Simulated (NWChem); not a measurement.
## Basis-set convergence for F$_{3}$Sb

```xyz
4

Sb     0.0037     0.3473     0.0000
F     -0.8390    -0.6473     1.4412
F     -0.8390    -0.6473    -1.4412
F      1.6572    -0.6736     0.0000
```
Charge 0, spin multiplicity 1.

Everything below was run with NWChem. The geometry was optimised at PBE/def2-SVP with def2 effective core potentials on Sb, a minimum by its harmonic frequencies.

Quantity: dipole moment at the level B3LYP.

Effective core potentials replace the inner electrons of Sb; spin-orbit coupling is left out. B3LYP has NWChem's definition, with VWN1-RPA local correlation. The structure started from a generated list of species.

Costs are rough ratios of processor time within this set of runs, SCF included, with def2-SVP as 1.

```
basis       functions  dipole moment (D)  relative cost
----------  ---------  -----------------  -------------
def2-SVP           68                [?]              1
def2-SVPD         101                [?]        under 3
def2-TZVP         143               4.16              4
def2-TZVPP        143               4.16              4
def2-TZVPD        176               4.12              7
def2-QZVP         253               4.12             50
```

Problem. Some entries are withheld; supply them.

Solution. 
- def2-SVP, dipole moment (D): 3.98
- def2-SVPD, dipole moment (D): 4.22
